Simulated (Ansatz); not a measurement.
# Nudged elastic band run: BH6NSn

Input file:

```yaml
crystal:
  periodic: [false, false, false]
  atoms:
    - { symbol: "N", position_ang: [-0.611295, 1.296072, -1.020098] }
    - { symbol: B, position_ang: [0.258387, 0.215307, -0.885859] }
    - { symbol: Sn, position_ang: [0.316564, -0.970347, 1.044557] }
    - { symbol: H, position_ang: [-0.670627, 1.858719, -1.872907] }
    - { symbol: H, position_ang: [-1.252311, 1.612052, -0.289598] }
    - { symbol: H, position_ang: [0.977856, -0.069504, -1.826194] }
    - { symbol: H, position_ang: [1.874395, -0.949564, 1.805994] }
    - { symbol: H, position_ang: [-0.083444, -2.643322, 0.824936] }
    - { symbol: H, position_ang: [-0.809524, -0.349424, 2.219159] }
basis:
  gaussian: { orbitals: def2-SVP }
hamiltonian:
  xc: pbe
neb:
  order_check: false
  images: 7
  f_tol: 0.05
  max_iterations: 58
  initial_path: idpp
  final_atoms:
    - { symbol: "N", position_ang: [-0.05455361, 1.41689945, -1.04002876] }
    - { symbol: B, position_ang: [-0.38560876, 0.07473714, -0.86288099] }
    - { symbol: Sn, position_ang: [0.18841988, -0.99847697, 1.04876164] }
    - { symbol: H, position_ang: [-0.29372553, 1.94077817, -1.88601042] }
    - { symbol: H, position_ang: [0.44679124, 1.98091085, -0.35091676] }
    - { symbol: H, position_ang: [-0.98537638, -0.4965053, -1.75569445] }
    - { symbol: H, position_ang: [1.06375186, 0.04333253, 2.13590478] }
    - { symbol: H, position_ang: [1.20239753, -2.37821219, 0.77507742] }
    - { symbol: H, position_ang: [-1.18209523, -1.58347469, 1.93577754] }
```

Launched with:

```bash
$ ansatz run input.yaml --threads 1 --pin off --max-ram 2048MiB --backend cpu --events-out ev --progress --plain --runs-dir out
```

Output, in part (warnings, iteration lines, the closing report on the highest movable image, with atoms numbered from 0):

```
NEB end point (image 0): max|allowed force component| = 1.220e-3 eV/Å (the criterion of neb.relax_end_points is 1.000e-2)
NEB end point (image 8): max|allowed force component| = 1.407e-3 eV/Å (the criterion of neb.relax_end_points is 1.000e-2)
NEB iter   1: max|band force component| = 4.886e-1 eV/Å  barrier→ = 0.0578 eV  barrier← = 0.0578 eV  CI = image 4  Δτ_max = 0.1003 Å  (232 SCF iters)
NEB iter   2: max|band force component| = 3.286e-1 eV/Å  barrier→ = 0.0424 eV  barrier← = 0.0424 eV  CI = image 4  Δτ_max = 0.0472 Å  (184 SCF iters)
NEB iter   3: max|band force component| = 1.731e-1 eV/Å  barrier→ = 0.0305 eV  barrier← = 0.0305 eV  CI = image 4  Δτ_max = 0.0381 Å  (182 SCF iters)
NEB iter   4: max|band force component| = 1.091e-1 eV/Å  barrier→ = 0.0284 eV  barrier← = 0.0284 eV  CI = image 4  Δτ_max = 0.0199 Å  (184 SCF iters)
NEB iter   5: max|band force component| = 6.173e-2 eV/Å  barrier→ = 0.0277 eV  barrier← = 0.0277 eV  CI = image 4  Δτ_max = 0.0065 Å  (189 SCF iters)
NEB iter   6: max|band force component| = 2.391e-2 eV/Å  barrier→ = 0.0276 eV  barrier← = 0.0275 eV  CI = image 4  Δτ_max = 0.0000 Å  (347 SCF iters)
Total energy: -8090.46683016 eV, -297.3191720929 hartree
Atom 0 at     0.016914     1.498713    -0.940230 Å, force    -0.004236    -0.007629    -0.001286 eV/Å
Atom 1 at    -0.006342     0.104784    -0.938048 Å, force     0.004949     0.005708     0.010365 eV/Å
Atom 2 at    -0.009149    -1.065204     1.008549 Å, force    -0.001197    -0.000203     0.009709 eV/Å
Atom 3 at     0.020615     2.049669    -1.802581 Å, force    -0.002064    -0.003705    -0.005148 eV/Å
Atom 4 at     0.029964     2.080775    -0.100746 Å, force     0.003508    -0.002817    -0.000444 eV/Å
Atom 5 at    -0.023121    -0.472406    -2.010171 Å, force     0.001171     0.007355    -0.006406 eV/Å
Atom 6 at     1.389497    -0.738558     1.988409 Å, force    -0.001804     0.000079    -0.002940 eV/Å
Atom 7 at    -0.049073    -2.780598     0.775281 Å, force    -0.000702     0.002296    -0.003988 eV/Å
Atom 8 at    -1.369304    -0.677186     2.019528 Å, force     0.000375    -0.001086     0.000138 eV/Å
Dipole moment:     0.007789     0.634800    -0.284792 e Å
```

It converged. A vibrational analysis at the climbing image gives one clearly imaginary mode, 84i cm⁻¹: a first-order saddle point.

Final band (atoms are numbered from 1 in the order of the input):

```csv
image,path coordinate (Å),energy (eV),dihedral N1–B2–Sn3–H8 (°)
0,0.00,0.000,120
1,0.48,0.004,135
2,0.96,0.014,150
3,1.44,0.023,165
4,1.92,0.028,180
5,2.40,0.024,-166
6,2.88,0.015,-151
7,3.35,0.005,-136
8,3.83,0.000,-121
```

Run time: 98 s on 1 thread of Arm Neoverse V2 (shared host), peak memory 0.26 GiB.
